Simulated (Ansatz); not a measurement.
`BO[SiH2][SiH2]O`. The species carries charge 0 and has multiplicity 1. The structure was optimised at the PBE0-D4/def2-TZVP level. It is one conformer, not always the lowest.

```xyz
12

B     0.388   -0.002    2.497
O     0.893   -0.325    1.291
Si    0.993    0.531   -0.133
Si   -0.478   -0.408   -1.695
O    -1.991   -0.255   -1.047
H     0.397   -0.842    3.353
H    -0.048    1.102    2.693
H     2.395    0.422   -0.617
H     0.678    1.964    0.120
H    -0.143   -1.837   -1.957
H    -0.358    0.314   -2.996
H    -2.724   -0.664   -1.509
```

Q: What is the dipole moment at ωB97M-V/def2-TZVPP? (Best estimate.)

A: Ansatz gave: 1.95 D, with components (-0.78, -0.20, -1.78) D in this frame, pointing from negative to positive charge.

Q: And with PBE, r2SCAN, B3LYP? (Best estimate.)

A: The calculation gave: PBE 2.00 D, r2SCAN 1.96 D, B3LYP 1.96 D.

Q: Give the Mulliken charges with ωB97M-V, r2SCAN, B3LYP in def2-TZVPP. (An estimate is asked.)

A: Ansatz gave: 
```tsv
atom	ωB97M-V	r2SCAN	B3LYP
B1	0.02	0.17	0.07
O2	-0.34	-0.36	-0.32
Si3	0.29	0.40	0.39
Si4	0.31	0.40	0.39
O5	-0.38	-0.41	-0.39
H6	0.04	-0.03	0.01
H7	0.03	-0.03	0.00
H8	-0.02	-0.08	-0.07
H9	-0.02	-0.07	-0.07
H10	-0.05	-0.09	-0.09
H11	-0.05	-0.10	-0.09
H12	0.17	0.20	0.18
```

B3LYP here is the variant with VWN-RPA as its local correlation; programs differ in this.
